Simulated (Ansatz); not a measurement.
Caution: the highest occupied level lies above zero, a sign of self-interaction error and of too few diffuse functions.

A geometry relaxed with B3LYP-D3(BJ)/def2-SVPD run with Ansatz (an electronic-structure program), charge -1, multiplicity 1:

```xyz
15

C     -2.1778     0.5688     0.2647
C      0.5462    -0.3762     0.1354
H     -1.4455     1.8793     1.8269
C      1.8674    -0.8859     0.1169
C     -1.7957    -0.4277    -0.6508
C     -0.4867    -0.8910    -0.7163
H     -0.2189    -1.6722    -1.4314
H     -3.2095     0.9223     0.3174
H      2.8355     0.3944    -1.3257
H      0.8791     1.0599     1.7312
C      0.1289     0.6407     1.0568
C     -1.1843     1.0935     1.1101
H      3.9017    -0.9167    -0.5620
H     -2.5422    -0.8496    -1.3320
C      2.9035    -0.4567    -0.6135
```

Problem. Write the SMILES of this molecule.

Solution. `C=[C-]c1ccccc1`
